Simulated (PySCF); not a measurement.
Gas-phase reaction: SnH4 + H2S = SnS + 3 H2

Energies from PySCF (xtb for GFN2), thermal terms from the rigid-rotor harmonic-oscillator model, ideal gas at 1 bar. † marks an energy on the PBE0/def2-TZVP geometry and frequencies; other levels use their own. MP2 and CCSD(T) freeze the core. All species are closed-shell singlets. Sn: scalar-relativistic def2 core potential, no spin-orbit coupling. MP2 isn't extrapolated to the basis-set limit; its ΔH°(298 K) is -8.0 kJ in def2-SVP and -35.7 kJ in def2-TZVPP. CCSD(T) isn't extrapolated to the basis-set limit; its ΔH°(298 K) is 0.2 kJ in def2-SVP and -5.3 kJ in def2-TZVPP. The harmonic model lacks anharmonicity and excited electronic states, which grow with temperature; levels with a mode under 35 cm⁻¹ are left out. Warning, large T1 diagnostic: SnS (CCSD(T)/def2-SVP†).

```tsv
level	ΔE electronic, kJ	ΔH°(298 K), kJ	ΔS°(298 K), J/K	ΔG°(800 K), kJ
CCSD(T)/def2-SVP†	12	0	200	-167
GFN2-xTB	4	-14	204	-185
M06-2X/def2-TZVP†	-17	-29	200	-197
MP2/def2-TZVPP†	-24	-36	200	-203
PBE0/def2-TZVP	15	3	200	-164
LDA/def2-TZVP†	53	41	200	-127
ωB97X-V/def2-TZVP†	36	24	200	-143
```
ΔH° is lowest at MP2/def2-TZVPP† and highest at LDA/def2-TZVP†. No reference value is set beside these.
